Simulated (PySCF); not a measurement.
C₆H₈F₂.
Numbering: `[F:1][C@:2]12[CH2:3][CH2:4][C@:5]([F:6])([CH2:7]1)[CH2:8]2` (hydrogens: H9, H10 on C3; H11, H12 on C4; H13, H14 on C7; H15, H16 on C8)

The calculation used PySCF 2.14.0, density-fitted response routines, TDDFT CAM-B3LYP/def2-SVPD, vertical, gas phase, core orbitals frozen in the response. Isolated species at its GFN2-xTB geometry, gas phase.

| state | E (eV) | E (hartree) | f | symmetry | main configurations (H = HOMO, L = LUMO) |
| --- | --- | --- | --- | --- | --- |
| S1 | 8.56 | 0.3147 | 0.0000 | – | H→L (92%) |
| S2 | 8.69 | 0.3195 | 0.018 | B1 or B2 | H-1→L (93%) |
| S3 | 8.92 | 0.3279 | 0.011 | B1 or B2 | H→L+1 (83%), H-2→L (9%) |
| S4 | 9.05 | 0.3325 | 0.0067 | A1 | H-1→L+1 (86%) |
| S5 | 9.28 | 0.3409 | 0.0000 | – | H→L+2 (43%), H→L+4 (29%), H-2→L+1 (10%) |
| S6 | 9.42 | 0.3464 | 0.138 | B1 or B2 | H-2→L (84%), H→L+1 (8%) |
| S7 | 9.46 | 0.3477 | 0.0006 | – | H-1→L+2 (38%), H-1→L+4 (33%), H→L+3 (11%) |
| S8 | 9.49 | 0.3486 | 0.0000 | – | H→L+4 (48%), H→L+2 (29%), H-1→L+3 (11%) |

Triplets, Tamm–Dancoff:

| state | E (eV) | λ (nm) | main configurations (H = HOMO, L = LUMO) |
| --- | --- | --- | --- |
| T1 | 8.43 | 147.1 | H→L (89%) |
| T2 | 8.59 | 144.4 | H-1→L (90%) |
| T3 | 8.72 | 142.1 | H→L+1 (76%), H-2→L (10%) |

The lowest singlet lies at 8.56 eV (145 nm, vacuum ultraviolet) and is dark (f under 0.0005); its leading configuration is HOMO→LUMO (92%). The strongest level in the table is S6 at 9.42 eV (132 nm, f = 0.138). Löwdin shares by element: HOMO carbon 31% or more, fluorine 23% (atoms not listed hold the other 46%); LUMO carbon 40% or more (atoms not listed hold the other 60%). Orbital energies (eV): HOMO-3 -11.28, HOMO-2 -10.87, HOMO-1 -10.23, HOMO -10.13, LUMO 1.28, LUMO+1 1.79, LUMO+2 2.09. Weighted by f, the mean energy of these states is 9.30 eV. Of the 8 states listed, 3 reach f = 0.01 and 3 stay under 0.0005. No computed singlet lies in the visible range (380 to 750 nm); the lowest, at 145 nm, stands 5.30 eV above its violet end (3.26 eV). Symmetry labels in C2v follow from the direction of the transition dipole and are given only for states with f of 0.002 or more; B1 and B2 swap with the choice of axes. Singlets were solved by full linear response, triplets in the Tamm–Dancoff approximation.

Without π bonds the low states are Rydberg-like; a valence basis with one diffuse set may place them up to an eV too high.
